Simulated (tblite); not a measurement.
A geometry optimisation, step by step.

Species: C₂H₁₁NSi₄.
SMILES with atom numbers: `[N:1]#[C:2][CH2:3][Si@@H:4]([SiH3:5])[SiH2:6][SiH3:7]` (hydrogens: H8, H9 on C3; H10 on Si4; H11, H12, H13 on Si5; H14, H15 on Si6; H16, H17, H18 on Si7)

Computed with GFN2-xTB (tblite), gas phase: L-BFGS steps from a force-field or distance-geometry start until the largest atomic force falls under 0.01 eV/Å. 7 of its 225 geometries are shown.

Step 0: E = -534.0254 eV, largest atomic force 3.028 eV/Å
```
atom  x, y, z in Å  |  force x, y, z in eV/Å
N1     -2.234    1.537    2.917    1.477   0.035  -2.643
C2     -1.647    1.571    1.907   -0.365   0.173   1.411
C3     -0.890    1.610    0.642   -1.841   0.708   1.087
Si4    -0.482   -0.122    0.093   -0.149  -1.211   1.298
Si5    -2.294   -1.157   -0.693   -1.356  -0.331  -0.016
Si6     1.269   -0.239   -1.246    1.014   0.030  -1.422
Si7     3.080   -0.435    0.065    0.985  -0.301   0.300
H8     -1.641    1.980   -0.096    0.753   0.294   0.357
H9      0.007    2.221    0.710   -0.348   0.269   0.108
H10    -0.114   -0.875    1.340    0.000   0.277  -0.165
H11    -2.836   -0.427   -1.845   -0.060  -0.146  -0.058
H12    -1.975   -2.535   -1.058   -0.133   0.027  -0.045
H13    -3.314   -1.101    0.375   -0.002  -0.196  -0.311
H14     1.219   -1.458   -2.089   -0.167   0.385  -0.040
H15     1.425    0.972   -2.066   -0.107  -0.150  -0.228
H16     3.975   -1.450   -0.525    0.043   0.210   0.238
H17     2.643   -0.927    1.378    0.216   0.115  -0.012
H18     3.798    0.842    0.179    0.040  -0.188   0.141
```

Step 37: E = -534.6780 eV, largest atomic force 0.127 eV/Å
```
atom  x, y, z in Å  |  force x, y, z in eV/Å
N1     -2.240    1.567    2.838    0.013   0.009  -0.044
C2     -1.663    1.619    1.849   -0.022   0.029  -0.037
C3     -0.937    1.612    0.625   -0.006   0.002   0.000
Si4    -0.601   -0.232    0.108    0.117   0.037  -0.031
Si5    -2.565   -1.200   -0.659   -0.049  -0.031  -0.040
Si6     1.369   -0.211   -1.160   -0.010  -0.004   0.025
Si7     3.333   -0.439    0.056    0.012   0.000   0.014
H8     -1.509    2.131   -0.146   -0.032  -0.018   0.035
H9     -0.003    2.158    0.766    0.007  -0.046   0.028
H10    -0.239   -0.857    1.398    0.012  -0.023   0.042
H11    -3.076   -0.521   -1.855    0.005   0.030   0.000
H12    -2.256   -2.574   -1.065   -0.007  -0.009   0.004
H13    -3.669   -1.259    0.299    0.005   0.014   0.015
H14     1.255   -1.303   -2.140   -0.020   0.002  -0.010
H15     1.437    0.998   -2.002   -0.034  -0.007   0.007
H16     4.268   -1.402   -0.533   -0.009   0.023   0.012
H17     3.030   -0.908    1.412    0.018   0.009  -0.023
H18     4.059    0.827    0.195    0.000  -0.017   0.000
```

Step 75: E = -534.6914 eV, largest atomic force 0.085 eV/Å
```
atom  x, y, z in Å  |  force x, y, z in eV/Å
N1     -2.463    1.625    2.676   -0.005  -0.022   0.024
C2     -1.766    1.606    1.768   -0.011   0.036  -0.076
C3     -0.905    1.533    0.636   -0.011  -0.020   0.025
Si4    -0.576   -0.324    0.171   -0.003  -0.002  -0.007
Si5    -2.591   -1.170   -0.626    0.007   0.005   0.001
Si6     1.374   -0.252   -1.117   -0.009   0.001  -0.012
Si7     3.390   -0.405    0.021    0.013  -0.001   0.008
H8     -1.373    2.051   -0.204    0.032   0.001   0.054
H9      0.030    2.040    0.876    0.006   0.021   0.000
H10    -0.232   -0.941    1.472    0.001   0.006  -0.005
H11    -3.020   -0.383   -1.790   -0.015  -0.025  -0.003
H12    -2.394   -2.550   -1.078   -0.010   0.009  -0.007
H13    -3.700   -1.165    0.329    0.018   0.002  -0.006
H14     1.274   -1.315   -2.131   -0.007  -0.003   0.016
H15     1.358    0.983   -1.926   -0.007  -0.012  -0.001
H16     4.332   -1.331   -0.611    0.007   0.003   0.001
H17     3.179   -0.880    1.391   -0.010  -0.005  -0.004
H18     4.075    0.886    0.131    0.004   0.007  -0.007
```

Step 112: E = -534.7044 eV, largest atomic force 0.013 eV/Å
```
atom  x, y, z in Å  |  force x, y, z in eV/Å
N1     -2.828    1.605    2.349    0.011   0.004  -0.004
C2     -1.923    1.590    1.646   -0.001  -0.004   0.012
C3     -0.812    1.506    0.762    0.005  -0.002  -0.009
Si4    -0.563   -0.336    0.197   -0.004  -0.005  -0.003
Si5    -2.610   -1.108   -0.600    0.000  -0.003   0.004
Si6     1.365   -0.324   -1.123    0.008   0.001   0.002
Si7     3.423   -0.338   -0.049   -0.003  -0.002   0.005
H8     -0.999    2.146   -0.102    0.006   0.000  -0.002
H9      0.077    1.877    1.274    0.005  -0.003   0.003
H10    -0.226   -1.015    1.469   -0.009   0.006   0.002
H11    -3.041   -0.323   -1.762    0.006  -0.002  -0.003
H12    -2.456   -2.495   -1.050    0.001   0.004  -0.005
H13    -3.696   -1.074    0.378   -0.005  -0.002   0.001
H14     1.262   -1.494   -2.010   -0.007   0.005   0.000
H15     1.300    0.818   -2.055   -0.006  -0.007   0.001
H16     4.412   -1.192   -0.709    0.005   0.002  -0.003
H17     3.285   -0.834    1.323   -0.007   0.000   0.003
H18     4.021    0.996    0.050   -0.005   0.011  -0.003
```

Step 149: E = -534.7074 eV, largest atomic force 0.044 eV/Å
```
atom  x, y, z in Å  |  force x, y, z in eV/Å
N1     -2.834    1.694    2.256    0.010   0.007   0.008
C2     -1.882    1.616    1.623    0.000  -0.020  -0.010
C3     -0.721    1.449    0.819    0.005   0.012  -0.023
Si4    -0.581   -0.392    0.218   -0.001  -0.019   0.004
Si5    -2.642   -1.077   -0.618    0.003  -0.024   0.020
Si6     1.336   -0.406   -1.120   -0.009   0.016  -0.014
Si7     3.397   -0.256   -0.063   -0.003  -0.016   0.019
H8     -0.788    2.116   -0.042   -0.003   0.022   0.020
H9      0.160    1.727    1.400   -0.011   0.009  -0.003
H10    -0.281   -1.104    1.480    0.001  -0.011  -0.003
H11    -3.029   -0.259   -1.771   -0.006   0.012  -0.011
H12    -2.501   -2.456   -1.099   -0.013   0.008  -0.003
H13    -3.749   -1.050    0.337    0.014   0.005  -0.008
H14     1.267   -1.627   -1.939    0.002   0.004   0.005
H15     1.204    0.680   -2.113    0.015  -0.036   0.020
H16     4.465   -1.008   -0.725   -0.003   0.002  -0.010
H17     3.310   -0.771    1.308   -0.005   0.013  -0.017
H18     3.861    1.130    0.037    0.004   0.016   0.006
```

Step 187: E = -534.7188 eV, largest atomic force 0.016 eV/Å
```
atom  x, y, z in Å  |  force x, y, z in eV/Å
N1     -2.566    1.650    2.389    0.010   0.002  -0.002
C2     -1.660    1.521    1.699   -0.013  -0.005   0.003
C3     -0.559    1.294    0.827   -0.012   0.005   0.009
Si4    -0.617   -0.530    0.158    0.003   0.000  -0.003
Si5    -2.746   -0.910   -0.705    0.002  -0.002  -0.002
Si6     1.346   -0.689   -1.099   -0.004  -0.005   0.006
Si7     3.292    0.003   -0.040    0.005  -0.007   0.001
H8     -0.611    2.005    0.002   -0.001  -0.005   0.000
H9      0.367    1.472    1.374    0.005   0.001   0.000
H10    -0.431   -1.322    1.394   -0.001   0.001   0.002
H11    -3.042    0.050   -1.776    0.000  -0.002   0.000
H12    -2.802   -2.248   -1.305    0.006   0.009   0.003
H13    -3.823   -0.816    0.279    0.001   0.001  -0.008
H14     1.467   -2.081   -1.558   -0.006  -0.003  -0.002
H15     1.164    0.068   -2.351   -0.002   0.000  -0.003
H16     4.530   -0.369   -0.726   -0.001   0.007   0.001
H17     3.367   -0.556    1.314    0.002   0.003  -0.003
H18     3.316    1.462    0.113    0.005   0.001  -0.003
```

Step 224: E = -534.7203 eV, largest atomic force 0.009 eV/Å
```
atom  x, y, z in Å  |  force x, y, z in eV/Å
N1     -2.565    1.642    2.429   -0.007   0.000   0.003
C2     -1.659    1.504    1.741    0.009   0.000   0.001
C3     -0.555    1.271    0.875    0.001   0.003  -0.003
Si4    -0.630   -0.547    0.193    0.003   0.001  -0.006
Si5    -2.733   -0.866   -0.754   -0.002  -0.006   0.004
Si6     1.339   -0.761   -1.046    0.003  -0.004   0.000
Si7     3.291    0.047   -0.085   -0.001  -0.003   0.002
H8     -0.594    1.988    0.053    0.001  -0.003   0.002
H9      0.371    1.437    1.428   -0.003   0.001   0.000
H10    -0.496   -1.349    1.429   -0.001  -0.002   0.001
H11    -2.963    0.118   -1.817    0.001   0.002  -0.007
H12    -2.791   -2.191   -1.378    0.000   0.006   0.003
H13    -3.850   -0.762    0.183    0.000  -0.002   0.000
H14     1.476   -2.183   -1.397    0.000   0.004   0.001
H15     1.132   -0.108   -2.353   -0.003  -0.003   0.003
H16     4.514   -0.251   -0.832    0.000  -0.001  -0.001
H17     3.473   -0.490    1.267   -0.003   0.003  -0.005
H18     3.232    1.507    0.052    0.003   0.003   0.003
```

**Question.** Summarise the path.

**Answer.** The energy falls by 67.05 kJ/mol from step 0 to step 224; nine tenths of that is first reached at step 21. It rises by more than 0.2 meV at step 85. The largest force goes from 3.028 to 0.009 eV/Å. Among the bonds Si4–Si6 changes most, from 2.207 to 2.336 Å; the atoms move by 0.819 Å rms after alignment.

**Question.** Follow the three bonds and two angles with the largest change from start to end.

**Answer.** 
| step | E above end (kJ/mol) | largest force (eV/Å) | Si4–Si6 (Å) | Si4–Si5 (Å) | C3–Si4 (Å) | Si4–Si6–Si7 (°) | C3–Si4–Si6 (°) |
| --- | --- | --- | --- | --- | --- | --- | --- |
| 0 | 67.05 | 3.028 | 2.207 | 2.230 | 1.862 | 106.9 | 113.7 |
| 10 | 12.09 | 0.625 | 2.336 | 2.315 | 1.963 | 106.1 | 109.5 |
| 19 | 7.13 | 0.144 | 2.333 | 2.318 | 1.949 | 109.1 | 109.9 |
| 29 | 5.33 | 0.133 | 2.327 | 2.325 | 1.945 | 112.8 | 108.2 |
| 39 | 3.96 | 0.063 | 2.334 | 2.327 | 1.944 | 115.6 | 106.3 |
| 49 | 3.58 | 0.041 | 2.334 | 2.326 | 1.943 | 116.3 | 105.8 |
| 58 | 3.19 | 0.048 | 2.336 | 2.328 | 1.945 | 116.9 | 104.6 |
| 68 | 2.96 | 0.095 | 2.338 | 2.329 | 1.945 | 116.8 | 104.4 |
| 78 | 2.66 | 0.099 | 2.339 | 2.327 | 1.943 | 116.5 | 104.5 |
| 88 | 2.06 | 0.058 | 2.333 | 2.329 | 1.943 | 117.7 | 104.5 |
| 97 | 1.71 | 0.073 | 2.338 | 2.327 | 1.943 | 118.0 | 104.9 |
| 107 | 1.57 | 0.014 | 2.337 | 2.327 | 1.943 | 118.2 | 105.5 |
| 117 | 1.50 | 0.058 | 2.338 | 2.327 | 1.943 | 118.0 | 105.1 |
| 127 | 1.39 | 0.026 | 2.337 | 2.327 | 1.943 | 118.0 | 104.4 |
| 136 | 1.34 | 0.025 | 2.335 | 2.326 | 1.943 | 117.8 | 104.1 |
| 146 | 1.29 | 0.046 | 2.336 | 2.326 | 1.943 | 118.1 | 104.0 |
| 156 | 0.84 | 0.147 | 2.333 | 2.327 | 1.940 | 117.4 | 103.7 |
| 166 | 0.26 | 0.024 | 2.336 | 2.327 | 1.943 | 116.1 | 103.5 |
| 175 | 0.20 | 0.018 | 2.336 | 2.328 | 1.944 | 115.8 | 103.3 |
| 185 | 0.15 | 0.012 | 2.336 | 2.329 | 1.944 | 116.0 | 103.0 |
| 195 | 0.12 | 0.019 | 2.337 | 2.328 | 1.943 | 115.9 | 102.9 |
| 205 | 0.07 | 0.029 | 2.338 | 2.328 | 1.943 | 116.4 | 103.2 |
| 214 | 0.02 | 0.017 | 2.336 | 2.327 | 1.943 | 116.8 | 103.9 |
| 224 | 0.00 | 0.009 | 2.336 | 2.328 | 1.943 | 117.2 | 103.8 |

What follows is the cost of the whole relaxation. Hardware: Arm Neoverse N1, one thread, on a shared host. Cost: 3.8 s wall.
